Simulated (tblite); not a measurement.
A geometry optimisation, step by step.

Species: C5H11BrOSi.
Numbering: `[CH2:1]=[C:2]([CH2:3][Br:4])[SiH2:5][CH2:6][O:7][CH3:8]` (hydrogens: H9, H10 on C1; H11, H12 on C3; H13, H14 on Si5; H15, H16 on C6; H17, H18, H19 on C8)

Computed with GFN2-xTB (tblite), gas phase: L-BFGS steps from a force-field or distance-geometry start until the largest atomic force falls under 0.01 eV/Å. 6 of its 187 geometries are shown.

Step 0: E = -710.9172 eV, largest atomic force 2.329 eV/Å
```
atom  x, y, z in Å  |  force x, y, z in eV/Å
C1     -1.637    0.731    1.306   -0.631   0.000   0.497
C2     -1.667    0.038    0.168   -0.403   0.134   1.353
C3     -2.807   -0.872   -0.139   -1.489   1.789   0.068
Br4    -2.276   -2.691   -0.358   -0.188  -0.207  -0.041
Si5    -0.308    0.096   -1.063    0.756  -0.920  -1.728
C6      1.270    0.690   -0.266    0.043   1.621   0.709
O7      1.882   -0.438    0.260    0.063  -0.503  -0.025
C8      3.086   -0.200    0.914    1.072  -0.982  -0.378
H9     -0.819    1.400    1.580   -0.452  -0.303  -0.186
H10    -2.473    0.675    2.040    0.754   0.033  -0.550
H11    -3.274   -0.446   -1.075    0.354  -0.938   0.533
H12    -3.605   -0.768    0.662    0.814  -0.533  -0.695
H13     0.019   -1.265   -1.562   -0.093   0.325   0.111
H14    -0.649    0.888   -2.263   -0.125   0.112   0.194
H15     0.999    1.409    0.569    0.494  -0.355  -0.561
H16     1.929    1.261   -0.950   -0.105  -0.296   0.171
H17     3.446   -1.197    1.282   -0.442   0.902   0.044
H18     2.992    0.543    1.695   -0.090   0.064   0.488
H19     3.881    0.153    0.223   -0.330   0.058  -0.005
```

Step 37: E = -711.2893 eV, largest atomic force 0.051 eV/Å
```
atom  x, y, z in Å  |  force x, y, z in eV/Å
C1     -1.680    0.662    1.362    0.031  -0.024   0.030
C2     -1.683    0.006    0.209    0.036   0.027  -0.023
C3     -2.874   -0.806   -0.169    0.015   0.016  -0.007
Br4    -2.430   -2.710   -0.263   -0.021  -0.023   0.013
Si5    -0.284    0.071   -1.071   -0.003   0.036  -0.025
C6      1.339    0.711   -0.310   -0.022   0.009  -0.021
O7      1.890   -0.413    0.342   -0.018   0.011  -0.005
C8      3.132   -0.170    0.945    0.006  -0.003   0.008
H9     -0.844    1.268    1.666    0.027   0.011   0.001
H10    -2.506    0.622    2.058   -0.012  -0.017   0.004
H11    -3.229   -0.547   -1.166   -0.021  -0.002  -0.014
H12    -3.684   -0.722    0.556   -0.023  -0.011  -0.007
H13    -0.033   -1.246   -1.653    0.020   0.020   0.022
H14    -0.738    1.021   -2.106   -0.007  -0.009   0.000
H15     1.206    1.546    0.392   -0.011  -0.029   0.017
H16     2.023    1.072   -1.091   -0.003  -0.023  -0.010
H17     3.489   -1.126    1.320    0.013  -0.027   0.036
H18     3.041    0.539    1.777   -0.010   0.032   0.013
H19     3.854    0.231    0.223    0.003   0.004  -0.032
```

Step 74: E = -711.3091 eV, largest atomic force 0.058 eV/Å
```
atom  x, y, z in Å  |  force x, y, z in eV/Å
C1     -1.513    0.400    1.446    0.006   0.027   0.023
C2     -1.636   -0.038    0.200   -0.014   0.007  -0.001
C3     -2.897   -0.709   -0.227   -0.023  -0.021   0.016
Br4    -2.680   -2.659   -0.147   -0.009   0.013  -0.037
Si5    -0.290    0.085   -1.123    0.014  -0.021  -0.046
C6      1.332    0.740   -0.380   -0.009   0.009   0.005
O7      1.799   -0.306    0.445   -0.015  -0.012   0.008
C8      3.061   -0.070    1.008   -0.025  -0.002  -0.001
H9     -0.610    0.868    1.790    0.052   0.019   0.016
H10    -2.301    0.304    2.180   -0.021  -0.021  -0.008
H11    -3.149   -0.492   -1.264   -0.009   0.009   0.021
H12    -3.736   -0.479    0.429   -0.026  -0.019  -0.003
H13    -0.043   -1.231   -1.712    0.013   0.001   0.002
H14    -0.786    1.028   -2.144    0.013  -0.013   0.013
H15     1.204    1.662    0.202    0.015   0.025  -0.002
H16     2.060    0.964   -1.170    0.011  -0.019   0.001
H17     3.294   -0.938    1.622    0.028  -0.009  -0.013
H18     3.058    0.829    1.638   -0.013   0.027  -0.008
H19     3.824    0.051    0.229    0.011  -0.001   0.015
```

Step 112: E = -711.3450 eV, largest atomic force 0.066 eV/Å
```
atom  x, y, z in Å  |  force x, y, z in eV/Å
C1     -1.319    0.109    1.503    0.000  -0.029   0.007
C2     -1.584   -0.139    0.226    0.016  -0.015   0.053
C3     -2.960   -0.537   -0.183    0.003  -0.009  -0.026
Br4    -2.973   -2.348   -0.930   -0.012   0.007   0.005
Si5    -0.278   -0.088   -1.144   -0.028  -0.005  -0.028
C6      1.332    0.688   -0.488   -0.012  -0.009  -0.019
O7      1.699   -0.114    0.615    0.025  -0.044   0.015
C8      2.975    0.151    1.133    0.026  -0.005  -0.003
H9     -0.331    0.394    1.816    0.017  -0.002   0.028
H10    -2.063    0.022    2.281   -0.025   0.028  -0.006
H11    -3.335    0.096   -0.987   -0.034   0.008   0.024
H12    -3.661   -0.553    0.654    0.018   0.018  -0.056
H13     0.025   -1.440   -1.614    0.015  -0.005   0.003
H14    -0.808    0.741   -2.241    0.011  -0.001  -0.001
H15     1.224    1.738   -0.188    0.017   0.010   0.035
H16     2.108    0.659   -1.264   -0.005  -0.017   0.039
H17     3.130   -0.533    1.968   -0.043   0.032  -0.039
H18     3.056    1.186    1.489    0.001  -0.001  -0.025
H19     3.751   -0.026    0.377    0.009   0.041  -0.008
```

Step 149: E = -711.3696 eV, largest atomic force 0.041 eV/Å
```
atom  x, y, z in Å  |  force x, y, z in eV/Å
C1     -1.287   -0.198    1.556    0.001  -0.003   0.009
C2     -1.571   -0.250    0.262   -0.001  -0.015  -0.004
C3     -2.992   -0.315   -0.190    0.000   0.006   0.021
Br4    -3.282   -1.803   -1.422    0.025  -0.007  -0.010
Si5    -0.255   -0.321   -1.097   -0.007   0.014  -0.005
C6      1.336    0.552   -0.515    0.004   0.004  -0.007
O7      1.769   -0.099    0.661    0.018  -0.014   0.008
C8      2.998    0.380    1.141   -0.040   0.007  -0.004
H9     -0.267   -0.135    1.890   -0.011  -0.007   0.021
H10    -2.052   -0.210    2.321    0.013   0.005  -0.005
H11    -3.270    0.576   -0.753   -0.006  -0.002  -0.010
H12    -3.685   -0.466    0.638   -0.025   0.025   0.001
H13     0.051   -1.716   -1.417    0.002   0.009  -0.008
H14    -0.760    0.412   -2.272    0.015  -0.029   0.011
H15     1.185    1.623   -0.320    0.005  -0.002   0.000
H16     2.109    0.477   -1.291   -0.011   0.011  -0.010
H17     3.212   -0.155    2.064    0.000  -0.024   0.008
H18     2.948    1.457    1.347    0.005   0.018   0.003
H19     3.803    0.200    0.418    0.011   0.003  -0.020
```

Step 186: E = -711.3745 eV, largest atomic force 0.008 eV/Å
```
atom  x, y, z in Å  |  force x, y, z in eV/Å
C1     -1.317   -0.192    1.569    0.000   0.000   0.002
C2     -1.581   -0.240    0.269   -0.006   0.000  -0.006
C3     -2.990   -0.283   -0.215   -0.004   0.007   0.001
Br4    -3.281   -1.851   -1.348    0.003   0.000   0.004
Si5    -0.247   -0.344   -1.071    0.004  -0.001  -0.002
C6      1.319    0.572   -0.495    0.001  -0.002   0.005
O7      1.810   -0.140    0.621   -0.001  -0.003   0.002
C8      3.026    0.360    1.109   -0.001   0.002  -0.001
H9     -0.302   -0.156    1.924    0.002   0.000   0.000
H10    -2.094   -0.183    2.321   -0.001   0.000  -0.001
H11    -3.220    0.570   -0.854    0.001  -0.002   0.005
H12    -3.717   -0.349    0.595    0.002  -0.001   0.000
H13     0.090   -1.742   -1.339   -0.001  -0.003  -0.005
H14    -0.750    0.333   -2.278   -0.002  -0.002  -0.004
H15     1.131    1.620   -0.224    0.003   0.002  -0.002
H16     2.070    0.581   -1.296   -0.003   0.003  -0.002
H17     3.307   -0.260    1.958    0.000   0.000   0.002
H18     2.924    1.404    1.434    0.000   0.001   0.003
H19     3.810    0.308    0.343    0.004   0.001   0.001
```

**Question.** Summarise the path.

**Answer.** The energy falls by 10.54 kcal/mol from step 0 to step 186; nine tenths of that is first reached at step 92. It falls at every step. The largest force goes from 2.329 to 0.008 eV/Å. Among the bonds C2–Si5 changes most, from 1.834 to 1.894 Å; the atoms move by 0.864 Å rms after alignment.

**Question.** Follow the three bonds and two angles with the largest change from start to end.

**Answer.** 
| step | E above end (kcal/mol) | largest force (eV/Å) | C2–Si5 (Å) | C3–Br4 (Å) | C3–H12 (Å) | Br4–C3–H11 (°) | C2–C3–H11 (°) |
| --- | --- | --- | --- | --- | --- | --- | --- |
| 0 | 10.54 | 2.329 | 1.834 | 1.907 | 1.136 | 112.3 | 104.9 |
| 8 | 2.93 | 0.164 | 1.901 | 1.946 | 1.091 | 105.3 | 110.6 |
| 16 | 2.40 | 0.136 | 1.898 | 1.956 | 1.092 | 104.7 | 112.2 |
| 24 | 2.20 | 0.109 | 1.900 | 1.964 | 1.093 | 105.3 | 110.9 |
| 32 | 2.04 | 0.059 | 1.896 | 1.962 | 1.091 | 104.6 | 111.8 |
| 40 | 1.94 | 0.056 | 1.896 | 1.959 | 1.091 | 105.3 | 111.3 |
| 49 | 1.86 | 0.046 | 1.894 | 1.960 | 1.091 | 104.7 | 111.8 |
| 57 | 1.72 | 0.077 | 1.894 | 1.962 | 1.091 | 105.4 | 112.0 |
| 65 | 1.58 | 0.069 | 1.894 | 1.966 | 1.091 | 105.0 | 112.1 |
| 73 | 1.52 | 0.064 | 1.892 | 1.965 | 1.090 | 105.1 | 112.4 |
| 81 | 1.41 | 0.065 | 1.890 | 1.963 | 1.090 | 105.0 | 111.9 |
| 89 | 1.11 | 0.101 | 1.897 | 1.964 | 1.090 | 105.0 | 111.4 |
| 97 | 0.90 | 0.087 | 1.892 | 1.961 | 1.090 | 104.7 | 111.9 |
| 105 | 0.77 | 0.086 | 1.893 | 1.959 | 1.090 | 105.1 | 112.2 |
| 113 | 0.66 | 0.085 | 1.893 | 1.960 | 1.092 | 104.7 | 111.4 |
| 121 | 0.51 | 0.054 | 1.895 | 1.958 | 1.091 | 104.8 | 111.6 |
| 129 | 0.34 | 0.039 | 1.894 | 1.956 | 1.091 | 105.1 | 111.8 |
| 137 | 0.25 | 0.044 | 1.893 | 1.957 | 1.090 | 104.8 | 111.3 |
| 146 | 0.15 | 0.070 | 1.893 | 1.954 | 1.090 | 105.2 | 110.8 |
| 154 | 0.08 | 0.039 | 1.894 | 1.953 | 1.090 | 105.0 | 111.3 |
| 162 | 0.04 | 0.031 | 1.896 | 1.955 | 1.091 | 104.8 | 111.4 |
| 170 | 0.01 | 0.021 | 1.895 | 1.955 | 1.090 | 104.9 | 111.5 |
| 178 | 0.01 | 0.011 | 1.894 | 1.956 | 1.090 | 104.9 | 111.5 |
| 186 | 0.00 | 0.008 | 1.894 | 1.956 | 1.090 | 104.8 | 111.5 |

What follows is the cost of the whole relaxation. On Arm Neoverse N1, one thread, on a shared host, this took 2.9 s wall.
